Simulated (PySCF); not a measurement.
Nonlinear optical response: `FC1=CC=C(C(F)(F)F)C=C1`, C7H4F4

Geometry:
| atom | x (Å) | y (Å) | z (Å) |
| --- | --- | --- | --- |
| F1 | 3.378 | -0.041 | -0.243 |
| C2 | 2.054 | -0.021 | -0.143 |
| C3 | 1.388 | 1.196 | -0.221 |
| C4 | 0.000 | 1.210 | -0.116 |
| C5 | -0.702 | 0.019 | 0.066 |
| C6 | -2.203 | 0.020 | 0.131 |
| F7 | -2.687 | 1.227 | 0.434 |
| F8 | -2.745 | -0.341 | -1.039 |
| F9 | -2.656 | -0.841 | 1.048 |
| C10 | -0.013 | -1.194 | 0.148 |
| C11 | 1.373 | -1.219 | 0.043 |
| H12 | 1.961 | 2.114 | -0.361 |
| H13 | -0.542 | 2.156 | -0.170 |
| H14 | -0.564 | -2.124 | 0.301 |
| H15 | 1.936 | -2.152 | 0.105 |

Theory: quadratic response CAM-B3LYP/aug-cc-pVDZ first hyperpolarisability, Taylor convention, gas phase in PySCF. Geometry: PBE0-D3(BJ)/def2-SVP.

(1) What is the first hyperpolarisability, and how does it disperse?

(2) Which lowest excitations, dipole and polarisabilities go with it?

Answers

(1) In au, Taylor convention; the vector part is βᵢ = ⅓ Σⱼ (βᵢⱼⱼ + βⱼᵢⱼ + βⱼⱼᵢ); β∥ is 3/5 of the vector part along the dipole, the dipole points from − to +:
```tsv
process	λ (nm)	β vector norm	β∥	β HRS	depolarisation ratio
static β(0;0,0)	∞	53.3	31.6	40.7	2.02
second harmonic β(−2ω;ω,ω)	1907	56.7	33.7	42.5	2.05
Pockels β(−ω;ω,0)	1907	54.4	32.3	–	–
second harmonic β(−2ω;ω,ω)	1064	65.5	38.9	47.0	2.12
Pockels β(−ω;ω,0)	1064	57.0	33.8	–	–
```

(2) S1 5.39 eV (f = 0.003); S2 6.08 eV (f = 0.021); S3 6.92 eV (f = 0.006); dipole 1.35 D; isotropic α 82.4 au static, 82.6 au at 1907 nm, 83.2 au at 1064 nm, 83.4 au at 953.5 nm, 86.0 au at 532 nm.
